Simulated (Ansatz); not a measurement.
Molecule: CH7AlN2O, net charge 0, singlet state. 
Geometry from a B3LYP-D3(BJ)/def2-TZVP (Ansatz, a quantum-chemistry and plane-wave program) optimisation:
SMILES: [O]([Al]([NH2])[NH2])C
```xyz
12

C      2.3652     0.0674    -0.1517
O      1.1197    -0.5434     0.0487
Al    -0.4942    -0.0398     0.0373
N     -1.7279    -1.2647     0.3492
N     -0.9192     1.6508    -0.2767
H      2.9651     0.0172     0.7628
H      2.9152    -0.4494    -0.9446
H      2.2785     1.1231    -0.4384
H     -2.7210    -1.1044     0.3786
H     -1.5218    -2.2344     0.5263
H     -0.2544     2.3874    -0.4484
H     -1.8563     2.0184    -0.3081
```

Dipole moments at this geometry, in debye (magnitudes).

| level | program | dipole (D) |
|---|---|---|
| SVWN5/def2-TZVPD | Ansatz | 1.13 |
| PBE/def2-TZVPD | Ansatz | 1.10 |
| BLYP/def2-TZVPD | Ansatz | 1.09 |
| revPBE/def2-TZVPD | Ansatz | 1.09 |
| r2SCAN/def2-TZVPD | Ansatz | 1.12 |
| B3LYP/def2-TZVPD | Ansatz | 1.12 |
| BHLYP/def2-TZVPD | Ansatz | 1.15 |
| r2SCAN0/def2-TZVPD | Ansatz | 1.14 |
| HSE06/def2-TZVPD | Ansatz | [?] |
| CAM-B3LYP/def2-TZVPD | Ansatz | 1.14 |
| wB97M-V/def2-TZVPD | Ansatz | 1.12 |
| wB97X-V/def2-TZVPD | Ansatz | 1.13 |
| CCSD(T)/aug-cc-pV(D+d)Z | Ansatz | [?] |

Q: Complete the blanks.

A: 
- HSE06/def2-TZVPD, dipole (D): 1.13
- CCSD(T)/aug-cc-pV(D+d)Z, dipole (D): 1.11
